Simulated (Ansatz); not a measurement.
`[F][GeH]([F])[SiH3]` → 2 F• + Ge• + 4 H• + Si•  (atomization)

Gas-phase electronic energies from Ansatz, PBE0-D4/def2-TZVP geometries. CBS: MP2 limit from def2 TZ/QZ plus the TZ coupled-cluster correction, frozen cores. This one scheme is used for every species, atoms too. For atomizations the MP2-based limit and the directly extrapolated one differ by several kJ/mol either way, and by 10 to 25 for some Ge, Se and Sn compounds, so smaller differences from it don't rank the levels. DFT in def2-TZVPP. Open shells (•) are unrestricted, without spin–orbit coupling. Spin–orbit coupling would lower the free atoms: a little for F, Si; clearly for Ge. For Ge outer-core shells are correlated without core-valence functions, so the limit isn't a true one: a few kJ/mol of doubt a bond, and 10 to 20 or more in all where bonds break to atoms. Scalar relativity is left out up to krypton.

| level | ΔE (eV) |
| --- | --- |
| BHLYP-D4 | 24.85 |
| B2PLYP | 25.36 |
| PBE-QIDH | 25.31 |
| PBE | 25.54 |
| revPBE | 24.65 |
| BLYP | 25.15 |
| CCSD/def2-SVP | 23.68 |
| HF/CBS(def2) | 18.96 |

(1) What does CCSD(T)/CBS give? (Estimate.)

Largest T1 diagnostic among the species: 0.013.

## Answers

(1) Ansatz gave: +25.85 eV. The listed levels differ from it by -1.00, -0.49, -0.54, -0.31, -1.20, -0.70, -2.17, -6.89 eV.

The D4 term adds +0.24 eV with B3LYP and +0.13 eV with PBE0; it sums over pairs of atoms, weighted by their polarisabilities, and B3LYP, whose exchange is more repulsive, gets the larger term. From PBE to PBE0 (25 % exact exchange), in def2-TZVPP and without D4, ΔE moves by −0.44 eV: exact exchange takes away binding that semilocal exchange gives to molecules.

B3LYP here is the variant with VWN-RPA as its local correlation; programs differ in this.
